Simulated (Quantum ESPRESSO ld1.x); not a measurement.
ld1.x (Quantum ESPRESSO 7.5) input

```
 &input
    zed=75.0,
    iswitch=1,
    rel=1,
    lsd=1,
    dft='PW',
    config='[Xe] 4f14 5d4',
    verbosity='high',
    prefix='ld1',
    max_out_wfc=37,
    file_charge='ld1.rho',
 /
```

Output:

```
     Program LD1 v.7.5 starts

     --------------------------- All-electron run ----------------------------

     scalar relativistic calculation

     atomic number is 75.00
     dft =PW   lsd =1 sic =0 latt =0  beta=0.20 tr2=1.0E-14
     Exchange-correlation= PW
                           (   1   4   0   0   0   0   0)
     mesh =2117 r(mesh) = 100.53560 a.u. xmin = -8.00 dx = 0.00800
     1 Ry =  13.60569312 eV, c = 137.03599908

     n l     nl                  e(Ry)          e(Ha)          e(eV)
     1 0     1S 1( 1.00)   -5265.290248681   -2632.645124341 -71637.9233271
     2 0     2S 1( 1.00)    -914.818685385    -457.409342692 -12446.7422965
     2 1     2P 1( 3.00)    -798.893591528    -399.446795764 -10869.5010443
     3 0     3S 1( 1.00)    -213.453688654    -106.726844327  -2904.1853838
     3 1     3P 1( 3.00)    -179.279184864     -89.639592432  -2439.2175726
     4 0     4S 1( 1.00)     -46.242869516     -23.121434758   -629.1662918
     4 1     4P 1( 3.00)     -35.029532817     -17.514766409   -476.6010738
     3 2     3D 1( 5.00)    -140.485038915     -70.242519457  -1911.3963278
     5 0     5S 1( 1.00)      -8.532567638      -4.266283819   -116.0914968
     5 1     5P 1( 3.00)      -5.714050471      -2.857025236    -77.7436172
     4 2     4D 1( 5.00)     -20.964455511     -10.482227756   -285.2359482
     4 3     4F 1( 7.00)      -5.345100340      -2.672550170    -72.7237949
     5 2     5D 1( 4.00)      -2.532959437      -1.266479718    -34.4626688
     1 0     1S 2( 1.00)   -5265.290293015   -2632.645146508 -71637.9239302
     2 0     2S 2( 1.00)    -914.802398241    -457.401199121 -12446.5206986
     2 1     2P 2( 3.00)    -798.880038798    -399.440019399 -10869.3166500
     3 0     3S 2( 1.00)    -213.446365689    -106.723182844  -2904.0857498
     3 1     3P 2( 3.00)    -179.271377855     -89.635688927  -2439.1113528
     4 0     4S 2( 1.00)     -46.226677395     -23.113338698   -628.9459867
     4 1     4P 2( 3.00)     -35.013205094     -17.506602547   -476.3789238
     3 2     3D 2( 5.00)    -140.473209787     -70.236604893  -1911.2353844
     5 0     5S 2( 1.00)      -8.396243417      -4.198121709   -114.2367113
     5 1     5P 2( 3.00)      -5.542987092      -2.771493546    -75.4161814
     4 2     4D 2( 5.00)     -20.944550147     -10.472275074   -284.9651219
     4 3     4F 2( 7.00)      -5.309614655      -2.654807327    -72.2409876
     5 2     5D 2( 0.00)      -2.328509692      -1.164254846    -31.6809883

     final scf error:  8.9E-15 reached in  20 iterations

     Etot =  -33361.464338 Ry,  -16680.732169 Ha, -453905.845922 eV
     Total magnetization:    4.00 Bohr mag.

     Ekin =   36865.725404 Ry,   18432.862702 Ha,  501583.746604 eV
     Encl =  -82449.820273 Ry,  -41224.910136 Ha,-1121786.952675 eV
     Eh   =   12862.632985 Ry,    6431.316492 Ha,  175005.037146 eV
     Exc  =    -640.002455 Ry,    -320.001227 Ha,   -8707.676997 eV

     normalization and overlap integrals

     s(1S/1S) =  1.000000  <r> =   0.0180  <r2> =    0.0004  r(max) =   0.0113
     s(1S/2S) = -0.033017
     s(1S/3S) = -0.014458
     s(1S/4S) = -0.007086
     s(1S/5S) = -0.003015
     s(2S/2S) =  1.000000  <r> =   0.0763  <r2> =    0.0069  r(max) =   0.0645
     s(2S/3S) = -0.009242
     s(2S/4S) = -0.004321
     s(2S/5S) = -0.001821
     s(2P/2P) =  1.000000  <r> =   0.0684  <r2> =    0.0057  r(max) =   0.0532
     s(2P/3P) = -0.007296
     s(2P/4P) = -0.003224
     s(2P/5P) = -0.001233
     s(3S/3S) =  1.000000  <r> =   0.1976  <r2> =    0.0446  r(max) =   0.1824
     s(3S/4S) = -0.003126
     s(3S/5S) = -0.001275
     s(3P/3P) =  1.000000  <r> =   0.1980  <r2> =    0.0455  r(max) =   0.1810
     s(3P/4P) = -0.002635
     s(3P/5P) = -0.000977
     s(4S/4S) =  1.000000  <r> =   0.4408  <r2> =    0.2194  r(max) =   0.4125
     s(4S/5S) = -0.000886
     s(4P/4P) =  1.000000  <r> =   0.4689  <r2> =    0.2501  r(max) =   0.4328
     s(4P/5P) = -0.000687
     s(3D/3D) =  1.000000  <r> =   0.1793  <r2> =    0.0377  r(max) =   0.1470
     s(3D/4D) = -0.001912
     s(3D/5D) = -0.000521
     s(5S/5S) =  1.000000  <r> =   1.0344  <r2> =    1.2011  r(max) =   0.9404
     s(5P/5P) =  1.000000  <r> =   1.1993  <r2> =    1.6256  r(max) =   1.0603
     s(4D/4D) =  1.000000  <r> =   0.5003  <r2> =    0.2900  r(max) =   0.4433
     s(4D/5D) = -0.000398
     s(4F/4F) =  1.000000  <r> =   0.5813  <r2> =    0.4204  r(max) =   0.4158
     s(5D/5D) =  1.000000  <r> =   1.6722  <r2> =    3.2243  r(max) =   1.3806
     s(1S/1S) =  1.000000  <r> =   0.0180  <r2> =    0.0004  r(max) =   0.0113
     s(1S/2S) = -0.033017
     s(1S/3S) = -0.014458
     s(1S/4S) = -0.007085
     s(1S/5S) = -0.003042
     s(2S/2S) =  1.000000  <r> =   0.0763  <r2> =    0.0069  r(max) =   0.0645
     s(2S/3S) = -0.009242
     s(2S/4S) = -0.004320
     s(2S/5S) = -0.001837
     s(2P/2P) =  1.000000  <r> =   0.0684  <r2> =    0.0057  r(max) =   0.0532
     s(2P/3P) = -0.007296
     s(2P/4P) = -0.003223
     s(2P/5P) = -0.001248
     s(3S/3S) =  1.000000  <r> =   0.1976  <r2> =    0.0446  r(max) =   0.1824
     s(3S/4S) = -0.003126
     s(3S/5S) = -0.001286
     s(3P/3P) =  1.000000  <r> =   0.1980  <r2> =    0.0454  r(max) =   0.1810
     s(3P/4P) = -0.002634
     s(3P/5P) = -0.000988
     s(4S/4S) =  1.000000  <r> =   0.4408  <r2> =    0.2194  r(max) =   0.4125
     s(4S/5S) = -0.000894
     s(4P/4P) =  1.000000  <r> =   0.4688  <r2> =    0.2500  r(max) =   0.4328
     s(4P/5P) = -0.000695
     s(3D/3D) =  1.000000  <r> =   0.1793  <r2> =    0.0377  r(max) =   0.1470
     s(3D/4D) = -0.001913
     s(3D/5D) = -0.000523
     s(5S/5S) =  1.000000  <r> =   1.0285  <r2> =    1.1874  r(max) =   0.9329
     s(5P/5P) =  1.000000  <r> =   1.1913  <r2> =    1.6047  r(max) =   1.0518
     s(4D/4D) =  1.000000  <r> =   0.5001  <r2> =    0.2896  r(max) =   0.4433
     s(4D/5D) = -0.000400
     s(4F/4F) =  1.000000  <r> =   0.5776  <r2> =    0.4137  r(max) =   0.4158
     s(5D/5D) =  1.000000  <r> =   1.6840  <r2> =    3.2906  r(max) =   1.3696

     ------------------------ End of All-electron run ------------------------
```

Run on one thread of a shared host, so times are rough (Intel(R) Xeon(R) Processor @ 2.60GHz): 0.8 s of CPU time, 0.82 s wall, 20 iterations on 2117 mesh points.
